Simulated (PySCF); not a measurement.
**Calcium: a sound run and one with changed settings**

Sound run: Ca [Ar] 4s2, Ca⁺ [Ar] 4s1. All numbers are calculated (PySCF 2.14, scalar relativity by spin-free X2C-1e, in aug-cc-pVDZ-X2C). In the sound run the correlated levels freeze [Ar]. The sound run starts from symmetry-adapted Hartree-Fock orbitals and uses a fine grid where one is needed.

Changed run: basis STO-3G, all-electron and non-relativistic. This setting is unsound on purpose.

```
species   method  sound run (hartree)  changed run (hartree)  converged
     Ca      UHF           -679.62922             -669.98887        yes
     Ca      PBE           -680.22992             -670.47882        yes
     Ca    M06-L           -680.41559             -670.70290        yes
     Ca      MP2           -679.64677             -670.00456        yes
     Ca  CCSD(T)           -679.65715             -670.01744        yes
    Ca⁺      UHF           -679.44009             -669.84136        yes
    Ca⁺      PBE           -680.00459             -670.28413        yes
    Ca⁺    M06-L           -680.18971             -670.50086        yes
```

Ionisation energy of Ca:

```json
{"method": "UHF", "sound run (eV)": "5.147", "changed run (eV)": "4.014"}
{"method": "PBE", "sound run (eV)": "6.131", "changed run (eV)": "5.298"}
{"method": "M06-L", "sound run (eV)": "6.146", "changed run (eV)": "5.498"}
{"method": "MP2", "sound run (eV)": "5.624", "changed run (eV)": "4.441"}
{"method": "SCS-MP2", "sound run (eV)": "5.720", "changed run (eV)": "4.526"}
{"method": "CCSD", "sound run (eV)": "5.907", "changed run (eV)": "4.791"}
{"method": "CCSD(T)", "sound run (eV)": "5.907", "changed run (eV)": "4.791"}
{"method": "CCSDT", "sound run (eV)": "5.907", "changed run (eV)": "4.791"}
{"method": "FCI", "sound run (eV)": "5.907", "changed run (eV)": "4.791"}
```

A minimal basis cannot let orbitals breathe on ionisation and holds almost no correlation. The Hamiltonian changed with the basis, so the totals do not compare.

For comparison, NIST gives 6.113 eV between the lowest levels.
